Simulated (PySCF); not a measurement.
Members of the series SiXY, Y = methyl; each row names its spin state. All species are isolated molecules in the gas phase. One relaxed conformer stands for each flexible species; it need not be the lowest. Strings in code marks are SMILES.

The T1 excitation (TDA) from two functionals at the same geometries (PBE0-D3(BJ)/def2-SVP), both in PySCF: PBE-D3(BJ)/def2-TZVP and ωB97X-D3(BJ)/def2-TZVP. Excitations are Tamm–Dancoff values on a coarser integration grid. The basis has no diffuse functions, so Rydberg states are missing or too high.

```json
[
 {"species": "X = H, multiplicity 1 (`C[SiH]` (lower singlet))", "ωB97X-D3(BJ)/def2-TZVP (eV)": "1.28"},
 {"species": "X = fluoro, multiplicity 1 (`F[Si]C` (lower singlet))", "ωB97X-D3(BJ)/def2-TZVP (eV)": "1.97"},
 {"species": "X = hydroxy, multiplicity 1 (`C[Si]O` (lower singlet; C–Si–O–H torsion 0°))", "ωB97X-D3(BJ)/def2-TZVP (eV)": "2.21"},
 {"species": "X = amino, multiplicity 1 (`C[Si]N` (lower singlet))", "ωB97X-D3(BJ)/def2-TZVP (eV)": "2.52"},
 {"species": "X = methoxy, multiplicity 1 (`O([Si]C)C` (lower singlet; C–O–Si–C torsion 0°))", "ωB97X-D3(BJ)/def2-TZVP (eV)": "2.18"},
 {"species": "X = mercapto, multiplicity 1 (`C[Si]S` (lower singlet; C–Si–S–H torsion 180°))", "ωB97X-D3(BJ)/def2-TZVP (eV)": "1.97"}
]
```

### Question
What does PBE-D3(BJ)/def2-TZVP give for each?

### Answer

- X = H, multiplicity 1 (`C[SiH]` (lower singlet)): 1.13
- X = fluoro, multiplicity 1 (`F[Si]C` (lower singlet)): 1.80
- X = hydroxy, multiplicity 1 (`C[Si]O` (lower singlet; C–Si–O–H torsion 0°)): 2.07
- X = amino, multiplicity 1 (`C[Si]N` (lower singlet)): 2.38
- X = methoxy, multiplicity 1 (`O([Si]C)C` (lower singlet; C–O–Si–C torsion 0°)): 2.05
- X = mercapto, multiplicity 1 (`C[Si]S` (lower singlet; C–Si–S–H torsion 180°)): 1.85
Over these rows, drawn at random from the members with no instability flagged (it was tested for open shells, ions and some series alone), PBE minus ωB97X-D3(BJ): mean -0.14 eV, from -0.17 eV to -0.12 eV.
